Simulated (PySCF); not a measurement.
A structure optimised at B3LYP-D3(BJ)/def2-TZVP, used in a PySCF frequency run:

```xyz
6

C      0.0000     0.0000    -1.1520
Si     0.0000     0.0000     0.5489
H      0.0000    -0.9153    -1.7295
H      0.0000     0.9153    -1.7295
H      0.0000     1.2405     1.3431
H      0.0000    -1.2405     1.3431
```

Question: Write its SMILES, formula and point group.

Answer: C=[SiH2], CH4Si, C2v

Question: What are its rotational constants (standard atomic weights)?

Answer: 105.48, 14.841, 13.010 GHz
